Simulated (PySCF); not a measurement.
## Broadened absorption spectrum of C5H3FS2

Compound: C5H3FS2.
SMILES: `C#C[C@H](F)SC=C=S`

Computed, not measured: TDDFT B3LYP/def2-SVPD, vertical, gas phase, core orbitals frozen in the response (PySCF). Geometry: GFN2-xTB, one conformer, isolated molecule. Torsions of this conformer, `[CH:1]#[C:2][C@H:3]([F:4])[S:5][CH:6]=[C:7]=[S:8]`: C2–C3–S5–C6 53°, C3–S5–C6–C7 25°.

Each state is given a Gaussian of 0.4 eV full width at half maximum, with ε(max) = 2.175×10⁸ f / Δν̃ (Δν̃ the width in cm⁻¹). The cross-section is σ = 3.8235×10⁻²¹ ε cm², given in Mb (10⁻¹⁸ cm²). The width is an assumption, not a result. The curve ends short of the highest state used, and states not computed would add to its high-energy end.

| E (eV) | σ (Mb) |
| --- | --- |
| 1.31 | 0.00 |
| 1.43 | 0.00 |
| 1.54 | 0.00 |
| 1.66 | 0.00 |
| 1.78 | 0.00 |
| 1.90 | 0.01 |
| 2.02 | 0.00 |
| 2.14 | 0.00 |
| 2.26 | 0.00 |
| 2.38 | 0.00 |
| 2.50 | 0.00 |
| 2.62 | 0.00 |
| 2.74 | 0.00 |
| 2.86 | 0.00 |
| 2.98 | 0.00 |
| 3.10 | 0.00 |
| 3.22 | 0.00 |
| 3.33 | 0.00 |
| 3.45 | 0.00 |
| 3.57 | 0.00 |
| 3.69 | 0.02 |
| 3.81 | 0.14 |
| 3.93 | 0.76 |
| 4.05 | 2.59 |
| 4.17 | 5.41 |
| 4.29 | 7.12 |
| 4.41 | 6.28 |
| 4.53 | 4.70 |
| 4.65 | 4.78 |
| 4.77 | 6.49 |

Task: Locate the maxima and give the states behind the curve.

Result: 288 nm (4.31 eV), ε about 1900, made up of S3 (91%) (ε in L mol⁻¹ cm⁻¹; maxima over ε = 5, shares over 10%). At its high-energy end, 4.77 eV, the curve is still rising (ε about 1700, from S5 and S6). The states used: S1 1.91 eV (f 0.0000); S2 4.00 eV (f 0.0001); S3 4.28 eV (f 0.026); S4 4.52 eV (f 0.0051); S5 4.83 eV (f 0.019); S6 5.02 eV (f 0.015); S7 5.26 eV (f 0.012); S8 5.37 eV (f 0.0033).

Task: What would ε be at 4.31 eV, the highest of these maxima, with half the width (0.2 eV)?

Result: About 3310 L mol⁻¹ cm⁻¹ against 1870, a factor of about 1.8; a lone state at its own centre would give exactly 2.

Task: Coming from long wavelengths, where does ε first pass 100 L mol⁻¹ cm⁻¹?

Result: At about 320 nm (3.88 eV), 1.97 eV above S1.

Task: Does any computed singlet lie in the visible range?

Result: S1 lies in the visible range (380 to 750 nm), at 651 nm, dark in the vertical dipole picture (f under 0.0005); light of that wavelength is red, and its complementary colour is blue-green.

Hardware: one thread of an Intel Xeon at 2.50 GHz, shared host with 64 logical CPUs at a one-minute load of 56. Cost: 2.2 min wall, 94 s CPU (grids of density and orbitals included), 0.82 GiB resident at most.
